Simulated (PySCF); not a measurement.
HIMgS. Atoms are numbered in the order given.

```xyz
4

Mg     0.0174     1.1689     0.0000
I     -0.0024    -1.3745     0.0000
S      0.0740     3.4545     0.0000
H     -1.2688     3.5521     0.0000
```

Geometry: B3LYP-D3(BJ)/def2-TZVP. The def2 effective core potentials stand for the cores of I; spin–orbit coupling is left out. Other conformers were not sampled.

Method: HF/def2-TZVPD (PySCF).

Mulliken values depend strongly on the basis, most of all with diffuse functions as here. ESP charges are fitted to the potential on shells at 1.4 to 2.0 van der Waals radii. Atomic charges (e):

| atom | ESP fit | Mulliken |
|---|---|---|
| Mg1 | 0.76 | 0.79 |
| I2 | -0.38 | -0.29 |
| S3 | -0.52 | -0.74 |
| H4 | 0.14 | 0.23 |
